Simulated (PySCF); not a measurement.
C (SMILES [C-]), charge -1, quartet. Base run: HF/6-31G* in PySCF.

The PySCF input:
```python
from pyscf import gto, scf, solvent

mol = gto.Mole()
mol.atom = '''
    C     0.000000    0.000000    0.000000
'''
mol.basis = '6-31g*'
mol.charge = -1
mol.spin = 3
mol.verbose = 4
mol.build()

mf = scf.UHF(mol)
mf.kernel()
```

Variants of this job, named by their change:

```csv
change,ΔE vs base (kJ/mol)
base,0.00
model = IEF-PCM; solvent = toluene; lebedev_order = 11,-192.7
model = COSMO; solvent = toluene,-159.8
model = IEF-PCM; solvent = toluene; lebedev_order = 41,-193.5
model = IEF-PCM; solvent = toluene; vdw_scale = 1.0,-217.6
model = IEF-PCM; solvent = dichloromethane,-296.8
model = SS(V)PE; solvent = toluene,-193.4
model = IEF-PCM; solvent = water,-329.9
model = ddCOSMO; solvent = toluene,-187.5
model = IEF-PCM; solvent = 2-propanol,-316.9
model = IEF-PCM; solvent = toluene; vdw_scale = 1.4,-168.4
model = IEF-PCM; solvent = toluene; r_probe = 0.5,-158.1
```

The base is the gas phase, so ΔE is the electrostatic part of solvation at a fixed geometry, without cavity and dispersion terms.

Open shells are given as the SCF converged; they aren't shown to be the lowest states, and a large step between rows can be another state.

The gas-phase anion may not be bound at this level, which the solvent then changes.
